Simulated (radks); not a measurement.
Valence configurations of Bi IV. All-electron calculation, Dirac Kohn-Sham, PBE, spin-unpolarised, spherical densities, point nucleus; open shells fill j = l - 1/2 first. Program: a radial shooting solver on a logarithmic mesh with Libxc functionals. Energies are relative to [Hg]; eigenvalues in eV.

| valence | E (eV) | e(4f5/2) | e(4f7/2) | e(5d3/2) | e(5d5/2) | e(6p1/2) |
|---|---|---|---|---|---|---|
| [Hg] | 0.000 | -183.25 | -177.76 | -56.611 | -53.559 | - |
| [Xe] 4f14 5d10 6p2 | 20.286 | -185.68 | -180.19 | -58.785 | -55.701 | -31.145 |
| [Xe] 4f14 5d9 6s2 6p1 | 24.915 | -189.38 | -183.89 | -61.142 | -57.965 | -31.763 |
| [Xe] 4f14 5d9 6s1 6p2 | 35.468 | -190.56 | -185.07 | -62.190 | -58.997 | -32.343 |
| [Xe] 4f14 5d8 6s2 6p2 | 52.411 | -195.56 | -190.06 | -65.618 | -62.315 | -33.521 |
| [Xe] 4f13 5d10 6s2 6p1 | 156.82 | -203.65 | -198.01 | -63.421 | -60.057 | -32.080 |
| [Xe] 4f13 5d8 6s2 6p3 | 222.23 | -217.08 | -211.43 | -73.275 | -69.649 | -35.992 |
| [Xe] 4f12.5 5d8 6s1.5 6p4 | 322.60 | -228.99 | -223.26 | -77.990 | -74.191 | -37.663 |
| [Xe] 4f12 5d10 6s2 6p2 | 332.07 | -224.66 | -218.85 | -70.406 | -66.727 | -34.180 |
| [Xe] 4f12 5d8 6s2 6p4 | 411.68 | -239.19 | -233.37 | -81.091 | -77.140 | -38.409 |

NIST lists [Hg] as the ground configuration; this level of theory agrees among the configurations tried. The energies are those of spherical spin-averaged densities, not of single terms.
